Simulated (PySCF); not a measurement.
**Run times: manganese in aug-cc-pVDZ**

Measured wall times of calculations with PySCF 2.14 in aug-cc-pVDZ (7s6p4d2f, 59 functions), with no relativity, point nucleus, run from one Python driver. Hardware: 1 thread of Neoverse-N1 on a shared host, 1.3 GiB allowed. The two-electron integrals over 59 functions were computed once and kept in memory (1.4 CPU seconds with the set-up); the times below exclude them. Kohn-Sham runs start from converged Hartree-Fock orbitals.

Launch command (the driver calls PySCF for each step listed in the task file):

```bash
OMP_NUM_THREADS=1 python atomrun2.py TASK.json OUT
```

```
         species               step  iterations  wall time (s)
Mn⁺ [Ar] 3d5 4s1                UHF           1            0.4
Mn⁺ [Ar] 3d5 4s1               BP86           6            1.6
Mn⁺ [Ar] 3d5 4s1  MP2 (6 electrons)                       0.05
   Mn²⁺ [Ar] 3d5                UHF           1           0.31
   Mn²⁺ [Ar] 3d5             r2SCAN           5            3.1
   Mn²⁺ [Ar] 3d5               BP86           5            1.4
   Mn²⁺ [Ar] 3d5  MP2 (5 electrons)                       0.05
```

Q: Roughly how long does r2SCAN take for Mn⁺ [Ar] 3d5 4s1 here?

A: About 3.6 s.

Peak memory of the process: 0.25 GiB. Times on a shared host vary from run to run.
